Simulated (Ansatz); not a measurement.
The cluster Ge3⁺. Total charge 1; doublet. Geometry PBE-D4/def2-TZVP; atoms count from 1.

```xyz
3

Ge   -0.2572    1.2809    0.8408
Ge    1.1940   -0.4117   -0.9047
Ge   -0.9368   -0.8691    0.0639
```

The relaxed charge 1 doublet is spin-contaminated (final ⟨S²⟩ up to 1.09, 0.75 for a pure state). The structure comes from a short search, and lower isomers may exist.

Question: Estimate the Mulliken populations from the PBE0/def2-TZVP orbitals of Ansatz.

Answer: 
```csv
atom,charge (e),spin (α − β)
Ge1,0.37,0.09
Ge2,0.37,0.09
Ge3,0.25,0.83
```
Mulliken values depend strongly on the basis.

Question: Where does the spin sit?

Answer: Summed by element: Ge 1.00, of 1 unpaired in all. Largest on single atoms: Ge3 0.83, Ge1 0.09, Ge2 0.09.

Question: And the Mayer bond orders between heavy atoms (over 0.3)?

Answer: Ge1–Ge2 0.87 (2.83 Å); Ge1–Ge3 1.25 (2.38 Å); Ge2–Ge3 1.25 (2.38 Å).
